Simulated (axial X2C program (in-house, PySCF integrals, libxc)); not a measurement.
Worked dissociation energy of NaTl: r2SCAN, spin-free

Calculated with an in-house all-electron X2C program for linear molecules (integrals from PySCF). Spin-free means the one-electron spin-free X2C Hamiltonian. Basis: Tl dyall-cv3z [12s14p10d7f1g], Na dyall-cv3z [9s8p5d2f] (cores contracted in-house); Gaussian nuclei, density fitting, unrestricted open shells. Masses: Tl 204.974 u, Na 22.990 u.

Molecular state: M_S = 0, Λ = 0 (closed shell).

- E(Tl) (2M_S = 1, M_L = 0): -20249.778888 hartree
- E(Na) (2M_S = 1, M_L = 0): -162.465019 hartree
- E(NaTl) at Re: -20412.268791 hartree
- ωe: 135.2 cm⁻¹
- ωexe: 0.459 cm⁻¹

Task: Work out De and D0.

Result: De = -20249.778888 + (-162.465019) − (-20412.268791) = 0.02488 hartree = 0.677 eV. The zero-point energy is ωe/2 − ωexe/4 = 67 cm⁻¹ = 0.008 eV, so D0 = 0.669 eV.

One determinant describes the state; a PBE0 search over occupations chose it and may have missed a lower one. The closed shell is kept restricted, so the energy runs too high when the bond is stretched far. De is counted from the lowest determinant-based energies of the atoms at the same level, without counterpoise correction. Other states lie close and PBE0, whose exact exchange favours high spin, may order them wrongly; the determinant shown need not be the ground state. The nearest other spin-free determinant of the search, M_S = 1, Λ = 1, lies 0.31 eV up at the distance of the search. Spin–orbit coupling changes these values markedly for this molecule (Re by over 0.02 Å or De by over 0.25 eV), so the spin-free numbers are a model. Spin-free De lacks the spin–orbit lowering of the heavy p-block atom, a tenth of an eV or more for 4p and 5p, up to an eV for 6p and one to two eV for 7p atoms, less what an open-shell molecule gains itself.

Each atomic determinant is the lowest at this level and need not be a pure term. Totals compare only within one Hamiltonian and basis.
